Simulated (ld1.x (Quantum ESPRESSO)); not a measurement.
**Before and after: PAW potential for aluminium (Al)**

ld1.x (Quantum ESPRESSO) 7.5 input, shortened:

```
&input
   title='Al', zed=13., rel=1, dft='PBE', iswitch=3,
   config='[Ne] 3s1 3p2 3d-2'
 /
 &inputp
   pseudotype=3, lpaw=.true., tm=.true., lloc=-1, rcloc=2.15,
   nlcc=.true., new_core_ps=.true., rcore=1.00,
   which_augfun='PSQ', rmatch_augfun=1.25
 /
5
3S  1  0   1.00   0.00  1.20  1.65  0.0
3S  1  0   0.00  -0.25  1.20  1.65  0.0
3P  2  1   2.00   0.00  2.55  2.70  0.0
3P  2  1   0.00   1.00  2.55  2.70  0.0
3D  3  2  -2.00   0.30  2.30  2.75  0.0
 &test
   configts(1)='3s1 3p2'
 /
```

All-electron outer shells of the reference configuration (PBE, scalar-relativistic, ld1.x):

```
shell  level (eV)  outermost node (bohr)  outermost maximum (bohr)
   2s     -109.98                   0.16                      0.50
   2p      -71.45                      –                      0.43
   3s       -8.57                   0.80                      2.06
   3p       -3.34                   0.81                      2.58
```

Change: local potential all-electron potential smoothed inside 1.64 bohr (lloc = -1).

Cutoffs: the cutoffs (Ry, on a coarse ladder) from which the occupation-weighted sum of valence levels, in a spherical-Bessel basis at the reference potential, stays within 10 and 1 mRy of its value at 400 Ry; they do not see the model core or the augmentation charge, which bear on the density cutoff. Errors are all-electron minus pseudo energies relative to the spin-unpolarised reference configuration.

Task: What does the change do?

Result: The potential gets softer (8 Ry and 15 Ry → 6 Ry and 10 Ry); a bound ghost appears in s, which as a rule spoils a file; the number of tests that count goes from 7 to 5; the errors of the 5 common tests hardly move; the range in which the s phases agree widens (upper end 1.4 → at the end of the scan). A state that the projectors do not describe sees the local part alone, so a deeper or shallower local part can create or remove a ghost.

```tsv
quantity	base	changed
cutoff, loose	8 Ry	6 Ry
cutoff, tight	15 Ry	10 Ry
loose cutoff by channel (10 mRy a level)	s 8 Ry, p 6 Ry	s 6 Ry, p 6 Ry
bound ghosts	none	s
tests counted (converged, no solver errors)	7 of 7	5 of 7
error for 3s2 3p0, meV [ΔE 0.62 eV]	-0.5	-0.5
error for 3s1 3p0, meV [ΔE 19.85 eV]	-11	-11
error for 3s1 3p1, meV [ΔE 6.43 eV]	-0.9	-0.9
error for 3s0 3p3, meV [ΔE 5.31 eV]	-1.1	-1.1
error for 3s2 3p0.5, meV [ΔE -3.05 eV]	-0.8	-0.8
s: phases at 3.02 bohr within 0.05 rad from the reference energy up to (Ry; the scan ends near 5)	1.4	to the end of the scan
p: phases at 3.02 bohr within 0.05 rad from the reference energy up to (Ry; the scan ends near 5)	2.7	2.6
d: phases at 3.02 bohr within 0.05 rad from the reference energy up to (Ry; the scan ends near 5)	2.5	2.3
lowest overlap eigenvalue by channel	s 0.56, p 0.81, d 1.00	s 0.57, p 0.72, d 1.00
```

Changed file: Tests not counted: 3s2 3p1 (solver errors, printed error -50.0 eV); 3s2 3p1.3 (solver errors, printed error -51.9 eV). A true bound ghost makes a file unfit for plane-wave use even where its test errors are small: the radial tests pick states by their node count and pass the ghost by. Where a test does run into it, the solver fails or the error is huge.
